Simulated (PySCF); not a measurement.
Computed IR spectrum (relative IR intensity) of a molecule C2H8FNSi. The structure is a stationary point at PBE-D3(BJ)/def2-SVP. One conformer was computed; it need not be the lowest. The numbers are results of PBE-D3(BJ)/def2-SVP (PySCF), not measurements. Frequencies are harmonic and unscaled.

Lines under 2 % of the strongest are left out, and lines within 2 cm⁻¹ are merged.

```tsv
ν (cm⁻¹)	relative intensity
222	6.2
263	18
332	5.1
411	7.9
571	25
669	40
808	47
820	12
889	100
907	35
919	52
977	18
1016	2.8
1107	2.3
1173	2.9
1284	3.9
1296	3.7
1341	3.2
1408	3.6
1429	2.6
1577	12
2164	67
2187	63
2832	38
2955	14
3033	11
3061	7.0
```

Q: Identify the compound among the candidates.
A) C[C@@H](N)[SiH2]F
B) C[Si](C)(N)F
C) CN[Si@H](C)F
D) C[Si@H](F)CN

A: A, C[C@@H](N)[SiH2]F
